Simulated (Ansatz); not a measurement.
C2H7InSi. Total charge 0; spin multiplicity 1. In: def2 effective core potential. The bonds changed during the relaxation, so this is another structure than the one it started from. The structure was optimised at the PBE0-D4/def2-TZVP level.

```xyz
11

C    -0.289   -1.517    0.748
Si    0.094   -0.225   -0.558
C     0.133    1.532    0.012
In    0.616    2.976   -1.654
H    -0.290   -2.523    0.320
H     0.454   -1.487    1.548
H    -1.270   -1.334    1.193
H    -0.915   -0.359   -1.657
H     0.890    1.674    0.794
H    -0.838    1.830    0.430
H     1.415   -0.566   -1.177
```

What is the dipole moment at PBE/def2-TZVPP? (Estimate.)

The calculation gave: 1.27 D, with components (-0.01, 1.13, 0.57) D in this frame, pointing from negative to positive charge.

And with r2SCAN, B3LYP, ωB97M-V? (Best estimate.)

Ansatz gave: r2SCAN 1.26 D, B3LYP 1.28 D, ωB97M-V 1.26 D.

Give the Mulliken charges with PBE, r2SCAN, ωB97M-V in def2-TZVPP. (Best estimate.)

The calculation gave: 
| atom | PBE | r2SCAN | ωB97M-V |
| --- | --- | --- | --- |
| C1 | -0.36 | -0.29 | -0.44 |
| Si2 | 0.21 | 0.32 | 0.27 |
| C3 | -0.52 | -0.59 | -0.68 |
| In4 | 0.36 | 0.40 | 0.39 |
| H5 | 0.10 | 0.07 | 0.11 |
| H6 | 0.10 | 0.07 | 0.11 |
| H7 | 0.10 | 0.07 | 0.11 |
| H8 | -0.09 | -0.11 | -0.07 |
| H9 | 0.10 | 0.09 | 0.13 |
| H10 | 0.10 | 0.09 | 0.13 |
| H11 | -0.09 | -0.11 | -0.07 |

B3LYP here is the variant with VWN-RPA as its local correlation; programs differ in this.
